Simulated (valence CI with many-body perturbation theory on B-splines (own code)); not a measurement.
The numbers below are computed, except where a source is named.
**Ladder of approximations for Hf⁵⁷⁺**

Method: relativistic CI+MBPT: five valence electrons over a frozen Dirac-Fock core [Ne], radial functions for each j: 9 s, 9 p, 8 d, 6 f, 3 g, 1 h, with the one-electron correlation potential Σ1 (screened to all orders), the two-electron term Σ2, the three-electron term Σ3, Breit, model QED; selected single and double excitations, second order for the rest (own B-spline code, finite nucleus).

The last digits are not significant, and no measured levels were compared; by estimate large intervals hold to a few tenths of a per cent, small ones and those within an open d or f shell to about a per cent. Among the levels kept, up to 550 cm⁻¹ of a level comes from second order outside the variational space, and about a tenth of that is noise between levels of different J, which matters for small intervals.

Each rung adds one term. CI alone is the Dirac-Coulomb CI over the frozen core; QED comes last and gives the full result, which names the levels. Energies are above (3s^2 3p1/2^2 3p3/2) J=3/2 on the same rung, in × 10³ cm⁻¹.

Levels are named by their leading jj configuration (3d3/2^4 stands for four electrons in 3d with j = 3/2), which in mixed levels can hold well under half, so a name can repeat and another be missing. Letters in brackets count levels of one name in rising energy.

```
                             Level  CI alone
        (3s^2 3p1/2^2 3d3/2) J=3/2    1805.6
        (3s^2 3p1/2 3p3/2^2) J=3/2    2428.7
        (3s^2 3p1/2^2 3d5/2) J=5/2    2498.8
        (3s^2 3p1/2 3p3/2^2) J=5/2    2526.2
        (3s^2 3p1/2 3p3/2^2) J=1/2    2640.6
        (3s 3p1/2^2 3p3/2^2) J=5/2    3786.5
        (3s 3p1/2^2 3p3/2^2) J=3/2    4021.2
        (3s 3p1/2^2 3p3/2^2) J=1/2    4030.0
(3s^2 3p1/2 3p3/2 3d3/2) J=5/2 [a]    4219.8
(3s^2 3p1/2 3p3/2 3d3/2) J=1/2 [a]    4239.2
(3s^2 3p1/2 3p3/2 3d3/2) J=3/2 [a]    4243.8
    (3s^2 3p1/2 3p3/2 3d3/2) J=7/2    4321.0
(3s^2 3p1/2 3p3/2 3d3/2) J=5/2 [b]    4550.2
(3s^2 3p1/2 3p3/2 3d3/2) J=1/2 [b]    4623.6
(3s^2 3p1/2 3p3/2 3d3/2) J=3/2 [b]    4630.6
(3s^2 3p1/2 3p3/2 3d5/2) J=7/2 [a]    4808.5
```

**Question.** What do these energies become with core correlation, Breit and QED?

**Answer.** (3s^2 3p1/2^2 3d3/2) J=3/2 1787.8 (-17.78); (3s^2 3p1/2 3p3/2^2) J=3/2 2404.7 (-24.00); (3s^2 3p1/2^2 3d5/2) J=5/2 2464.6 (-34.21); (3s^2 3p1/2 3p3/2^2) J=5/2 2497.1 (-29.12); (3s^2 3p1/2 3p3/2^2) J=1/2 2616.6 (-24.02); (3s 3p1/2^2 3p3/2^2) J=5/2 3751.4 (-35.16); (3s 3p1/2^2 3p3/2^2) J=3/2 3985.2 (-36.00); (3s 3p1/2^2 3p3/2^2) J=1/2 3997.7 (-32.38); (3s^2 3p1/2 3p3/2 3d3/2) J=5/2 [a] 4173.4 (-46.36); (3s^2 3p1/2 3p3/2 3d3/2) J=1/2 [a] 4198.5 (-40.75); (3s^2 3p1/2 3p3/2 3d3/2) J=3/2 [a] 4199.6 (-44.17); (3s^2 3p1/2 3p3/2 3d3/2) J=7/2 4269.4 (-51.57); (3s^2 3p1/2 3p3/2 3d3/2) J=5/2 [b] 4500.0 (-50.21); (3s^2 3p1/2 3p3/2 3d3/2) J=1/2 [b] 4577.2 (-46.43); (3s^2 3p1/2 3p3/2 3d3/2) J=3/2 [b] 4580.9 (-49.77); (3s^2 3p1/2 3p3/2 3d5/2) J=7/2 [a] 4752.3 (-56.22).

**Question.** How does the ionisation energy move along the ladder, and which term matters most?

**Answer.** CI alone 5721.0, + Σ1 5722.0, + Σ2 5722.1, + Σ3 5721.6, + Breit 5716.9, + QED 5716.4 eV. The largest step is Breit, -4.7 eV. NIST lists 5713 ± 6 eV (theoretical).
